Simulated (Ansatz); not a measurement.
Geometry optimisation, Ansatz 0.2.0, UKS B3LYP-D4/STO-3G.

input.yaml

```yaml
crystal:
  periodic: [false, false, false]
  atoms:
    - { symbol: Si, position_ang: [-1.6617, 0.2077, -0.4173] }
    - { symbol: C, position_ang: [0.0022, 0.0757, 0.1924] }
    - { symbol: C, position_ang: [0.6655, 0.4013, 1.3025] }
    - { symbol: O, position_ang: [1.9713, -0.0275, 1.0429] }
    - { symbol: Si, position_ang: [1.525, -0.6275, -0.4881] }
    - { symbol: H, position_ang: [-2.5678, 0.9457, 0.5735] }
    - { symbol: H, position_ang: [-1.7006, 1.0509, -1.6765] }
    - { symbol: H, position_ang: [-2.2514, -1.0631, -0.7313] }
    - { symbol: H, position_ang: [0.3292, 0.9206, 2.2612] }
    - { symbol: H, position_ang: [2.1816, 0.1601, -1.5255] }
    - { symbol: H, position_ang: [1.572, -2.101, -0.5132] }
magnetization:
  spin_polarized: true
basis:
  gaussian: { orbitals: STO-3G }
hamiltonian:
  xc: b3lyp
  dispersion: d4
relax:
  f_tol: 0.02
  max_steps: 40
```

Command:

```bash
$ ansatz run input.yaml --threads 1 --pin off --max-ram 2048MiB --backend cpu --events-out ev --progress --plain --runs-dir out
```

Where does it end, and by what steps?

It converged. Limits of this set-up: minimal basis. After 7 steps the energy has fallen by 0.754 eV; H11 moved furthest, 0.23 Å.

```tsv
step	energy less start (eV)	largest force component (eV/Å)	accepted
0	0.0000	3.781	yes
1	-0.6834	1.283	yes
2	-0.7381	0.470	yes
3	-0.7451	0.352	yes
4	-0.7494	0.255	yes
5	-0.7531	0.104	yes
6	-0.7532	0.108	yes
7	-0.7537	0.014	yes
```

```xyz
11
Properties=species:S:1:pos:R:3
Si -1.776 0.278 -0.419
C -0.029 0.047 0.098
C 0.622 0.392 1.244
O 1.994 -0.005 1.171
Si 1.601 -0.639 -0.464
H -2.522 0.943 0.625
H -1.855 1.073 -1.625
H -2.403 -0.996 -0.700
H 0.287 0.898 2.167
H 2.351 0.024 -1.511
H 1.796 -2.072 -0.564
```

Whether the end is a true minimum wasn't checked by a vibrational analysis.

Run time: 34 s on 1 thread of Arm Neoverse V1 (shared host), peak memory 0.15 GiB.
